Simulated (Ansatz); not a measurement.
Gas-phase electronic energies from Ansatz, PBE0-D4/def2-TZVP geometries. CCSD(T)/CBS is the MP2 limit (def2-TZVPP, def2-QZVPP) plus CCSD(T) − MP2 in def2-TZVPP, frozen cores. Functionals use def2-TZVPP. For Br outer-core shells are correlated without core-valence functions, which leaves a few kJ/mol of doubt a bond. Scalar relativity is left out up to krypton. One conformer a species, not always the lowest.

`CCOBO` + `[F][Al]([F])[Br]` → `CCOBF` + `[OH][Al]([F])[Br]`  (redistribution)

| level | ΔE (kJ/mol) |
| --- | --- |
| PBE-D4 | 26.1 |
| r2SCAN-D4 | 24.6 |
| PBE0-D4 | 25.6 |
| MP2/def2-TZVPP | 25.9 |
| SCS-MP2/def2-TZVPP | 25.3 |
| HF/def2-QZVPP | 24.0 |
| MP2/CBS(def2) | 28.5 |
| CCSD/CBS(def2) | 27.7 |

Question: What does CCSD(T)/CBS give? (Best estimate.)

Answer: Computed: +28.0 kJ/mol. The listed levels differ from it by -1.9, -3.4, -2.4, -2.1, -2.7, -4.0, 0.5, -0.3 kJ/mol.

Largest T1 diagnostic among the species: 0.012.

In def2-TZVPP, CCSD(T) changes the Hartree–Fock value by +3.3 kJ/mol (the triples alone add +0.3 kJ/mol) and MP2 by +3.8 kJ/mol.
